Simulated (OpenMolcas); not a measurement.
Computed levels of 3d in ions with 19 electrons, in cm-1 above ²D_3/2.

```json
{
  "Program": "OpenMolcas",
  "Method": "SS-CASPT2, IPEA 0.25 Eh, imaginary shift 0.1 Eh",
  "Basis": "ANO-R3",
  "Scalar Hamiltonian": "X2C, finite nucleus",
  "Spin-orbit coupling": "state interaction with AMFI integrals over the reference wave functions, term energies averaged over their components"
}
```

Active space for each ion: 1 electron in 5 orbitals (3d); closed shells correlated by CASPT2: 3s 3p.

| Level | Sc2+ | Ti3+ | Cr5+ | Mn6+ | Fe7+ |
| --- | --- | --- | --- | --- | --- |
| ²D_5/2 | 209 | 384 | 905 | 1299 | 1795 |

Question: Estimate ²D_5/2 for V4+ from its neighbours Ti3+ and Cr5+.

Answer: ²D_5/2 is fine structure, which grows about as the fourth power of a screened charge, so the fourth roots are averaged: ((384^0.25 + 905^0.25) / 2)^4 = 603. The calculation gives 621, so the estimate is off by -2.9 %; the measured value is 625 (Sugar and Corliss, J. Phys. Chem. Ref. Data 7, 1191 (1978)).

Term energies are means over components that CASPT2 splits; among the terms shown or strongly mixed into the levels shown the widest spread is 19 cm-1 (3d ²D, Mn6+). With one active electron, CASPT2 adds the correlation within the correlated inactive shells and between them and that electron, and leaves the splitting within a term as the reference gives it. Computed and measured levels are paired by configuration, term and J; levels that our copy of the source lacks, or whose pairing is in doubt (as where it misses far off the trend of its configuration), stay unpaired and out of the deviations. Only configurations of the active space appear.
